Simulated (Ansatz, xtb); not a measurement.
## Two structures of ClH4InKOSi+

We compare a, a singlet given by its coordinates, with b, a singlet given by its coordinates. Both are isolated ions in the gas phase, relaxed with B3LYP-D3(BJ)/def2-SVP.

a (Å):

```xyz
9

Cl   -3.3448    0.6146    2.0276
In   -0.8065    1.5813    1.6691
K    -5.8837    0.4915    3.3453
O    -1.2349   -0.1710   -0.0678
Si   -0.5232   -0.9820   -1.3934
H     0.8312   -0.3868   -1.4862
H    -1.3224   -0.7215   -2.6186
H    -0.4644   -2.4388   -1.1067
H    -2.1457   -0.3964    0.1973
```

Close contacts (Å): Cl1–In2 2.74, Cl1–K3 2.86, In2–O4 2.50, O4–Si5 1.71, O4–H9 0.97, Si5–H6 1.48, Si5–H7 1.49, Si5–H8 1.49.

b (Å):

```xyz
9

Cl   -2.3763   -0.4464   -2.4211
In   -3.6595   -2.1886   -3.8535
K    -0.8191    1.9157   -1.3765
O    -1.3899    0.2700    0.5298
Si   -1.2741   -0.0906    2.1902
H    -0.5409   -1.3698    2.3824
H    -2.6333   -0.1797    2.7864
H    -1.8666   -0.3754   -0.0221
H    -0.5144    1.0547    2.7509
```

Close contacts (Å): Cl1–In2 2.59, Cl1–K3 3.02, K3–O4 2.58, O4–Si5 1.70, O4–H8 0.97, Si5–H6 1.49, Si5–H7 1.49, Si5–H9 1.48.

Question: Which of the two would you expect CCSD(T)/def2-SVP + ΔMP2/def2-TZVPP electronic energies to favour?

Answer: Structure b; the calculation gives E(b) − E(a) = −1.78 kcal/mol.

Level by level:

```
                             level               geometry  E(b) − E(a) (kcal/mol)  departure from the last row (kcal/mol)  job, with rough time for the two
             B3LYP-D3(BJ)/def2-SVP  B3LYP-D3(BJ)/def2-SVP                     −1.34                                   +0.44             optimisation, 4.1 min
                       HF/def2-SVP  B3LYP-D3(BJ)/def2-SVP                     −2.50                                   −0.72           part of the CCSD(T) run
                      MP2/def2-SVP  B3LYP-D3(BJ)/def2-SVP                     −1.66                                   +0.12           part of the CCSD(T) run
                  CCSD(T)/def2-SVP  B3LYP-D3(BJ)/def2-SVP                     −2.14                                   −0.35                      single point
CCSD(T)/def2-SVP + ΔMP2/def2-TZVPP  B3LYP-D3(BJ)/def2-SVP                     −1.78                                                        single point, 53 s
```

None of the levels shown reverses the order. The largest departure from CCSD(T)/def2-SVP + ΔMP2/def2-TZVPP is that of HF/def2-SVP, 0.72 kcal/mol. Levels run at GFN2-xTB geometries aren't shown. The last row adds to CCSD(T) the change of the MP2 difference between the two basis sets, here +0.35 kcal/mol.

With harmonic frequencies from B3LYP-D3(BJ)/def2-SVP (ideal gas, rigid rotor, one conformer each, 298.15 K, 1 atm): on the last row, ΔE + ΔZPE = −1.70 kcal/mol. A mode under 50 cm⁻¹ makes harmonic enthalpies and free energies unreliable, so none is given.

The correlated steps freeze 20 core orbitals; the filled d shell of In is correlated; the last core shell of K is correlated, in a basis made for valence electrons. Atoms past krypton carry core potentials in the def2 sets and no spin–orbit term is included. Programs: Ansatz 0.2.0; the last row on 2 threads of Arm Neoverse V2 on a shared host.
